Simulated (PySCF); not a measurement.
Dipole response of Tl(2+) (thallium, charge +2)

[Xe] 4f14 5d10 6s1, 2S determinant. Computed with PySCF 2.14 in ANO-RCC-VTZP, with the spin-free X2C one-electron Hamiltonian (Gaussian nucleus). Coupled (time-dependent) response in atomic units; α is the mean over directions. The basis has no added diffuse functions, which lowers α and C₆.

```csv
method,mean α (bohr³),C₆ (like pair),S(−4)
UHF,14.32,87.04,99.81
PBE,11.79,75.32,50.34
```

S(−4) is the Cauchy moment in α(ω) = α(0) + S(−4) ω² + …

α(iu) at UHF:

| u (hartree) | α(iu) (bohr³) |
| --- | --- |
| 0 | 14.32 |
| 0.0500 | 14.08 |
| 0.100 | 13.42 |
| 0.200 | 11.50 |
| 0.300 | 9.629 |
| 0.500 | 7.077 |
| 0.750 | 5.334 |
| 1.00 | 4.292 |
| 1.50 | 3.030 |
| 2.00 | 2.258 |
| 3.00 | 1.373 |
| 5.00 | 0.6501 |

For an ion, C₆ is the dispersion term alone; charge-induced terms of lower order in 1/R come first.

Spin-orbit coupling, which splits the p, d and f shells strongly at this Z, is absent.
